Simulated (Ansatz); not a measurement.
disilylmethane (CH8Si2), singlet, at a GFN2-xTB geometry; B3LYP/STO-3G run with Ansatz (a program for electronic structure).

Input for Ansatz:
Ansatz 0.2 input:
```yaml
crystal:
  periodic: [false, false, false]
  atoms:
    - {symbol: Si, position_ang: [1.46950070, 0.67524300, -0.00431472]}
    - {symbol: C, position_ang: [0.24995850, -0.77336248, -0.14074454]}
    - {symbol: Si, position_ang: [-1.58286457, -0.32449931, 0.06814671]}
    - {symbol: H, position_ang: [2.83970087, 0.18299439, -0.18517777]}
    - {symbol: H, position_ang: [1.18101404, 1.66895244, -1.04054280]}
    - {symbol: H, position_ang: [1.35867644, 1.29737643, 1.31671504]}
    - {symbol: H, position_ang: [0.51380546, -1.52489859, 0.60468436]}
    - {symbol: H, position_ang: [0.38453397, -1.25453083, -1.11051382]}
    - {symbol: H, position_ang: [-1.98252766, 0.63279647, -0.96544211]}
    - {symbol: H, position_ang: [-1.80486526, 0.26122046, 1.39181573]}
    - {symbol: H, position_ang: [-2.40299462, -1.53414758, -0.06071914]}
basis:
  gaussian:
    orbitals: STO-3G
hamiltonian:
  xc: b3lyp
```

Q: Predict the main parts of the log of this Ansatz run.

A: 
```
Functional definition: B3LYP
369 factors; integrals over basis functions are off by at most 3.2e-5 eV
mean field evaluation 1: about -16726.8122 eV, gradient 2.0e1 eV
mean field evaluation 2: about -16727.4139 eV, gradient 1.5e1 eV
mean field evaluation 4: about -16728.1357 eV, gradient 2.0e-1 eV
mean field evaluation 8: about -16728.0941 eV, gradient 1.8e-3 eV
mean field -16728.09412590 eV, -614.7461204174 hartree, gradient 6.7e-6 eV, S^2 0.000000; 0 other end points of the search recorded, 0 dependent functions left out
reference -16728.09431211 eV, -614.7461272605 hartree; 21, 21 occupied and 10, 10 virtual orbitals, 369 factors
Total energy: -16728.09431211 eV, -614.7461272605 hartree
```
